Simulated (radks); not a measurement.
The titanium ion Ti4+, 18 electrons, occupied as [Ne] 3s1.75 3p6 4s0.25 (fractional occupations, a model configuration). Calculated with a radial shooting solver on a logarithmic mesh with Libxc functionals: non-relativistic Kohn-Sham, r2SCAN, spin-unpolarised, spherical densities, point nucleus; meta-GGA in the generalised Kohn-Sham scheme.

Local quantities along the radius. ELF = 1/(1 + alpha^2) is the electron localisation function; alpha = (tau - tau_W)/tau_unif compares the Pauli kinetic energy density with that of the uniform gas; s = |grad rho|/(2 (3 pi^2)^(1/3) rho^(4/3)) is the reduced gradient; -r V(r) is the screened charge that the Kohn-Sham potential presents (atomic units).

r (bohr)	ELF	alpha	s	-r V(r)
0.005016	1.000	0.01562	0.3973	21.69
0.005701	1.000	0.01627	0.4012	21.64
0.006479	1.000	0.01704	0.4057	21.59
0.007423	1.000	0.01802	0.4112	21.52
0.008437	1.000	0.01914	0.4172	21.45
0.009589	1.000	0.02050	0.4241	21.37
0.0109	1.000	0.02217	0.4320	21.28
0.01249	0.999	0.02438	0.4418	21.17
0.01419	0.999	0.02700	0.4525	21.06
0.01613	0.999	0.03033	0.4649	20.92
0.01848	0.999	0.03492	0.4802	20.77
0.021	0.998	0.04065	0.4970	20.60
0.02387	0.998	0.04830	0.5166	20.41
0.02713	0.997	0.05874	0.5393	20.20
0.03108	0.994	0.07443	0.5675	19.95
0.03533	0.991	0.09582	0.5982	19.69
0.04015	0.984	0.1273	0.6333	19.41
0.046	0.969	0.1785	0.6750	19.08
0.05228	0.939	0.2538	0.7170	18.74
0.05942	0.879	0.3712	0.7581	18.37
0.06753	0.766	0.5526	0.7905	17.94
0.07737	0.587	0.8389	0.8004	17.37
0.08794	0.415	1.188	0.7667	16.81
0.09995	0.302	1.520	0.6770	16.31
0.1145	0.266	1.663	0.5341	15.78
0.1301	0.306	1.505	0.4018	15.22
0.1479	0.417	1.182	0.3165	14.64
0.1681	0.570	0.8689	0.2935	14.09
0.1926	0.713	0.6344	0.3236	13.43
0.2189	0.798	0.5029	0.3854	12.76
0.2488	0.840	0.4362	0.4705	12.09
0.285	0.847	0.4256	0.5852	11.42
0.324	0.807	0.4884	0.7174	10.78
0.3682	0.676	0.6927	0.8655	10.10
0.4185	0.400	1.224	0.9822	9.197
0.4794	0.159	2.299	0.9231	8.609
0.5449	0.112	2.821	0.6035	8.103
0.6193	0.210	1.937	0.2940	7.468
0.7096	0.530	0.9424	0.2248	7.262
0.8064	0.772	0.5427	0.3174	6.804
0.9166	0.860	0.4041	0.4600	6.320
1.042	0.876	0.3758	0.6328	5.952
1.193	0.851	0.4187	0.8634	5.608
1.356	0.774	0.5409	1.152	5.336
1.542	0.594	0.8265	1.544	4.987
1.766	0.269	1.647	2.092	4.416
2.007	0.069	3.686	2.627	4.422
2.282	0.022	6.745	2.923	4.432
2.593	0.018	7.380	3.009	4.391
2.971	0.042	4.748	3.477	4.416
3.377	0.160	2.293	4.705	5.052
3.838	0.507	0.9853	7.073	4.547
4.397	0.732	0.6052	11.80	3.450
4.997	0.812	0.4805	20.59	2.711
5.68	0.843	0.4321	39.10	2.737

On this mesh the ELF has minima near r = 0.11, 0.54, 2.6 bohr, which separate the shells, and maxima near 0.29 (0.85), 1.0 (0.88).

Self-consistent cycle (total energy in hartree, residual of the potential): 1: -842.798900, 6e+00; 2: -844.322138, 3e+00; 3: -845.199170, 2e-01; 4: -845.199796, 7e-02; 5: -845.200114, 3e-03; 6: -845.200116, 2e-03; 7: -845.200118, 2e-04; 8: -845.200118, 4e-05; 9: -845.200118, 9e-06; 10: -845.200118, 4e-06; 11: -845.200118, 7e-07.
